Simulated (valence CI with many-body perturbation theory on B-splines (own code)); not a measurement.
Run record, Cs⁴²⁺

Computed by configuration interaction combined with many-body perturbation theory (CI+MBPT): three valence electrons over a frozen Dirac-Fock core [Ne], radial functions for each j: 6 s, 6 p, 5 d, 3 f, 1 g, with the one-electron correlation potential Σ1 (screened to all orders), the two-electron term Σ2, the three-electron term Σ3, Breit, model QED; selected single and double excitations, second order for the rest, scaled by the run's own slope (own B-spline code, finite nucleus).

Command, and the settings that its task file holds:

```sh
python run_cv.py task.json out
```

```
atom Cs  Z=55  mass_number=133  rms_radius_fm=4.8041
core [Ne]
valence 3s2 3p1
avg = 1
basis = S
breit = 1
cap = 10000
capref = 1200
cscale = 1
de = 0.0
dress = 0
eps = 1e-06
extrap = 1
h = 0.27
hh = 1
l2 = 3
lcore = 6
maxit = 60
n2 = 5
natural = 1
nlev = 20
nno = [3, 3, 3, 2, 1]
nroot = 26
nsp = [3, 3, 2, 1, 0]
pt2 = 1
qed = 1
rpa = 1
s1 = 1
s2 = 1
s3 = 1
screen = 1
tol = 2e-05
whole = 1
```

It took 6.5 s on 1 thread of Intel(R) Xeon(R) 6975P-C (Granite Rapids), with other jobs on the host.

Log. The first blocks belong to the next ion, which gives the ionisation energy. Fields: 2J, parity (1 odd), roots, reference size, generating configurations, candidates as configurations/state functions, variational space P, stored matrix elements, Davidson steps; e2 is the range of second-order energies in hartree. The first line gives the box (bohr), its intervals, the orbitals and the steps of their self-consistent field. Window is the range of levels sought, series limit the energy at which the first omitted orbital would enter, core excitation an estimate of the first excitation out of the core, left out the lowest levels not solved, and shifts from estimates the range by which levels moved from their first estimate, all in cm⁻¹.

```
rmax 2.0 intervals 56 orbitals 36 references ['3s2 3p', '3s 3p2', '3s2 3d', '3p3', '3s 3p 3d'] scf 3 t 0.5
2J=0 par=0 roots 2 ref 15 generators 4 cand 83/83 P 98/98 nnz 0 it 0
2J=0 par=0 roots 2 ref 15 generators 4 cand 9/9 P 107/107 nnz 0 it 0
   second order: generators 7 cand 0/0 e2 -0.00000 -0.00000
reference levels 467, estimated 45, window 2975547 1/cm; series limit 17310376, core excitation 35574219
2J=1 par=1 roots 3 ref 37 generators 8 cand 0/0 P 1001/1477 nnz 0 it 2
2J=1 par=1 roots 3 ref 37 generators 9 cand 0/0 P 1001/1477 nnz 0 it 2
   second order: generators 11 cand 369/570 e2 -0.00002 -0.00000
2J=3 par=1 roots 6 ref 60 generators 13 cand 0/0 P 1171/2381 nnz 0 it 2
2J=3 par=1 roots 6 ref 60 generators 14 cand 0/0 P 1171/2381 nnz 0 it 2
   second order: generators 17 cand 660/1504 e2 -0.00002 -0.00000
2J=1 par=0 roots 4 ref 47 generators 9 cand 0/0 P 864/1270 nnz 0 it 0
2J=1 par=0 roots 4 ref 47 generators 10 cand 0/0 P 864/1270 nnz 0 it 0
   second order: generators 12 cand 510/780 e2 -0.00005 -0.00001
2J=3 par=0 roots 5 ref 73 generators 11 cand 0/0 P 1045/2097 nnz 0 it 2
2J=3 par=0 roots 5 ref 73 generators 13 cand 0/0 P 1045/2097 nnz 0 it 2
   second order: generators 16 cand 571/1322 e2 -0.00004 -0.00000
2J=5 par=0 roots 4 ref 71 generators 9 cand 0/0 P 1086/2288 nnz 0 it 2
2J=5 par=0 roots 4 ref 71 generators 12 cand 0/0 P 1086/2288 nnz 0 it 2
   second order: generators 16 cand 545/1496 e2 -0.00005 -0.00001
2J=5 par=1 roots 4 ref 55 generators 7 cand 0/0 P 1138/2507 nnz 1.1e+06 it 2
2J=5 par=1 roots 4 ref 55 generators 11 cand 0/0 P 1138/2507 nnz 1.1e+06 it 2
   second order: generators 13 cand 478/1252 e2 -0.00003 -0.00002
2J=7 par=1 roots 2 ref 36 generators 3 cand 0/0 P 944/1990 nnz 0 it 2
2J=7 par=1 roots 2 ref 36 generators 6 cand 0/0 P 944/1990 nnz 0 it 2
   second order: generators 7 cand 256/666 e2 -0.00004 -0.00002
left out: unestimated 4312045, estimated 3421943, shifts from estimates -1 to 1
operators 0.4
```

The Davidson iterations converged.

The last digits are not significant, and no measured levels were compared; by estimate large intervals hold to a few tenths of a per cent, small ones and those within an open d or f shell to about a per cent.

| Quantity | Value |
| --- | --- |
| Valence energy | -371.0756 hartree |
| Ionisation energy | 3215 eV (NIST: 3214 ± 4 eV (theoretical)) |
| Reference configurations for the orbitals | 3s2 3p, 3s 3p2, 3s2 3d, 3p3, 3s 3p 3d |
| Radial orbitals | 36 |
| Box radius | 1.96 bohr |
| Largest variational space | 2507 |
| Lowest levels | (3s^2 3p1/2) J=1/2 0.00, (3s^2 3p3/2) J=3/2 89.96, (3s 3p1/2^2) J=1/2 104.39, (3s 3p1/2 3p3/2) J=3/2 [a] 176.24, (3s 3p1/2 3p3/2) J=5/2 187.77, (3s 3p1/2 3p3/2) J=3/2 [b] 203.53, (3s 3p1/2 3p3/2) J=1/2 211.67, (3s^2 3d3/2) J=3/2 248.90, (3s^2 3d5/2) J=5/2 257.61, (3s 3p3/2^2) J=5/2 283.78, (3s 3p3/2^2) J=1/2 302.15, (3s 3p3/2^2) J=3/2 307.12, (3p1/2^2 3p3/2) J=3/2 309.65, (3s 3p1/2 3d3/2) J=3/2 [a] 323.62 eV |

Levels are named by their leading jj configuration (3d3/2^4 stands for four electrons in 3d with j = 3/2), which in mixed levels can hold well under half, so a name can repeat and another be missing. Letters in brackets count levels of one name in rising energy.
